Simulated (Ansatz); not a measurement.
Ansatz (an electronic-structure program) input (B3LYP-D3(BJ)/def2-TZVP):

Ansatz 0.2 input:
```yaml
crystal:
  periodic: [false, false, false]
  atoms:
    - {symbol: Se, position_ang: [-0.46458493, 0.46268655, -0.03051952]}
    - {symbol: H, position_ang: [0.51396858, -0.50306272, -0.02392733]}
basis:
  gaussian:
    orbitals: def2-TZVP
hamiltonian:
  xc: b3lyp
  dispersion: d3bj
total_charge: -1
relax: {f_tol: 0.002, max_steps: 150}
```

Output:

```
Functional definition: B3LYP
integrals: 0.01 GiB planned
453 factors; their error is unknown
mean field: 0.12 GiB planned
mean field evaluation 1: about -65367.0627 eV, gradient 2.3e1 eV
mean field evaluation 2: about -65366.9443 eV, gradient 2.5e1 eV
mean field evaluation 4: about -65367.5744 eV, gradient 2.5e-1 eV
mean field evaluation 8: about -65367.9097 eV, gradient 3.7e-3 eV
mean field -65367.90968767 eV, -2402.2263730611 hartree, gradient 6.4e-5 eV, S^2 0.000000; 0 other end points of the search recorded, 0 dependent functions left out
the calculation of the forces begins
reference -65367.90984281 eV, -2402.2263787625 hartree; 18, 18 occupied and 36, 36 virtual orbitals, 453 factors
relax step   1: F+E_penalty+E_count = -65367.92985344 eV  Δ(F+E_penalty+E_count) = +0.000e0 eV  max|allowed force component| = 1.906e0 eV/Å  Δτ_max = 0.0000 Å  (22 SCF iters, accepted)
these checks for a lower state are left out or cut short: starts, cluster_reference, orbital_swaps, neighbouring_geometries, increment
integrals: 0.01 GiB planned
453 factors; their error is unknown
mean field: 0.12 GiB planned
mean field evaluation 16: about -65368.0248 eV, gradient 3.2e-1 eV
mean field -65368.02488381 eV, -2402.2306064415 hartree, gradient 7.5e-6 eV, S^2 0.000000; 0 other end points of the search recorded, 0 dependent functions left out
the calculation of the forces begins
reference -65368.02504067 eV, -2402.2306122059 hartree; 18, 18 occupied and 36, 36 virtual orbitals, 453 factors
relax step   2: F+E_penalty+E_count = -65368.04504237 eV  Δ(F+E_penalty+E_count) = -1.152e-1 eV  max|allowed force component| = 5.090e-1 eV/Å  Δτ_max = 0.0351 Å  (28 SCF iters, accepted)
these checks for a lower state are left out or cut short: starts, cluster_reference, orbital_swaps, neighbouring_geometries, increment
integrals: 0.01 GiB planned
453 factors; their error is unknown
mean field: 0.12 GiB planned
mean field -65368.03630857 eV, -2402.2310262937 hartree, gradient 8.4e-6 eV, S^2 0.000000; 0 other end points of the search recorded, 0 dependent functions left out
the calculation of the forces begins
reference -65368.03646641 eV, -2402.2310320942 hartree; 18, 18 occupied and 36, 36 virtual orbitals, 453 factors
relax step   3: F+E_penalty+E_count = -65368.05646571 eV  Δ(F+E_penalty+E_count) = -1.142e-2 eV  max|allowed force component| = 4.917e-2 eV/Å  Δτ_max = 0.0149 Å  (29 SCF iters, accepted)
these checks for a lower state are left out or cut short: starts, cluster_reference, orbital_swaps, neighbouring_geometries, increment
integrals: 0.01 GiB planned
453 factors; their error is unknown
mean field: 0.12 GiB planned
mean field evaluation 32: about -65368.0363 eV, gradient 3.2e-1 eV
mean field -65368.03642092 eV, -2402.2310304223 hartree, gradient 8.6e-6 eV, S^2 0.000000; 0 other end points of the search recorded, 0 dependent functions left out
the calculation of the forces begins
reference -65368.03657891 eV, -2402.2310362283 hartree; 18, 18 occupied and 36, 36 virtual orbitals, 453 factors
relax step   4: F+E_penalty+E_count = -65368.05657799 eV  Δ(F+E_penalty+E_count) = -1.123e-4 eV  max|allowed force component| = 1.177e-2 eV/Å  Δτ_max = 0.0021 Å  (30 SCF iters, accepted)
these checks for a lower state are left out or cut short: starts, cluster_reference, orbital_swaps, neighbouring_geometries, increment
integrals: 0.01 GiB planned
453 factors; their error is unknown
mean field: 0.12 GiB planned
mean field -65368.03642785 eV, -2402.2310306769 hartree, gradient 8.5e-6 eV, S^2 0.000000; 0 other end points of the search recorded, 0 dependent functions left out
the calculation of the forces begins
reference -65368.03658581 eV, -2402.2310364818 hartree; 18, 18 occupied and 36, 36 virtual orbitals, 453 factors
relax step   5: F+E_penalty+E_count = -65368.05658493 eV  Δ(F+E_penalty+E_count) = -6.936e-6 eV  max|allowed force component| = 4.979e-6 eV/Å  Δτ_max = 0.0004 Å  (30 SCF iters, accepted)
integrals: 0.01 GiB planned
453 factors; their error is unknown
mean field: 0.12 GiB planned
mean field evaluation 64: about -65368.0364 eV, gradient 1.8e-5 eV
mean field -65368.03642785 eV, -2402.2310306769 hartree, gradient 8.5e-6 eV, S^2 0.000000; 1 other end points of the search recorded, 0 dependent functions left out
the calculation of the forces begins
reference -65368.03658581 eV, -2402.2310364818 hartree; 18, 18 occupied and 36, 36 virtual orbitals, 453 factors
Total energy: -65368.05674289 eV, -2402.2317772408 hartree
Atom 0 at    -0.501392     0.499012    -0.030767 Å, force    -0.000005     0.000005    -0.000000 eV/Å
Atom 1 at     0.550776    -0.539388    -0.023679 Å, force     0.000005    -0.000005     0.000000 eV/Å
Dipole moment:     0.022064    -0.021775     0.000149 e Å
```

Whether it binds its extra electron was not tested at this geometry.
